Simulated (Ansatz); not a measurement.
Reaction (cleavage of the Si–Si bond): `O[SiH](S)[SiH2][SiH3]` + PH₃ → `O[SiH](P)S` + disilane

Computed with Ansatz on PBE0-D4/def2-TZVP structures; ΔE is electronic, products minus reactants. CCSD(T)/CBS is the MP2 limit (def2-TZVPP, def2-QZVPP) plus CCSD(T) − MP2 in def2-TZVPP, frozen cores. This one scheme is used for every species. DFT in def2-TZVPP. Each species was taken in one conformer, which may not be the lowest.

```csv
level,ΔE (kJ/mol)
LDA (SPW92),-20.3
revPBE-D4,-19.4
r2SCAN0,-24.9
SCS-MP2/def2-QZVPP,-26.2
```

Problem. What does CCSD(T)/CBS give? (Estimate.)

Solution. The calculation gave: -22.5 kJ/mol. The listed levels differ from it by 2.2, 3.1, -2.4, -3.7 kJ/mol.

Largest T1 diagnostic among the species: 0.013.

The D4 term adds +4.1 kJ/mol with B3LYP and +2.9 kJ/mol with PBE0; it sums over pairs of atoms, weighted by their polarisabilities, and B3LYP, whose exchange is more repulsive, gets the larger term. At CCSD(T), def2-SVP lies +7.5 kJ/mol from the extrapolated value and def2-TZVPP +1.4 kJ/mol. Leaving LDA and LC-ωPBE aside and taking each functional with its dispersion term where it has one, the values, not all of them listed here, spread over 6.7 kJ/mol, from B2PLYP to PBE-D4.

B3LYP here is the variant with VWN-RPA as its local correlation; programs differ in this.
